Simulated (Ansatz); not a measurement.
`O=C([O-])C(F)(F)F`, relaxed with RKS PBE0-D4/def2-TZVPD in Ansatz 0.2.0 from a GFN2-xTB geometry. The force threshold is 0.005 eV/Å; the program also tests the step.

Charge -1, multiplicity 1.

Start:

```xyz
7

O    -0.390   -1.713   -0.676
C     0.067   -0.597   -0.853
O     0.597   -0.026   -1.790
C    -0.046    0.353    0.494
F    -1.172    0.143    1.222
F    -0.037    1.686    0.238
F     0.981    0.154    1.365
```

Problem. By how much does the energy fall, and how many steps does the optimiser take? (Estimate.)

Solution. Ansatz gave: 6.31 kJ/mol, in 28 steps, 4 of them rejected.

Problem. Which bonds change most? (An estimate is asked.)

Solution. Ansatz gave: C2–C4 from 1.652 to 1.577 Å; O1–C2 from 1.219 to 1.237 Å; C2–O3 from 1.219 to 1.235 Å; C4–F6 from 1.357 to 1.345 Å.

Problem. Give the relaxed structure. (Best estimate.)

Solution. Computed: 
```xyz
7

O    -0.108   -1.754   -0.553
C     0.069   -0.557   -0.809
O     0.309    0.051   -1.857
C    -0.038    0.349    0.477
F    -1.248    0.243    1.072
F     0.146    1.663    0.254
F     0.871    0.005    1.417
```
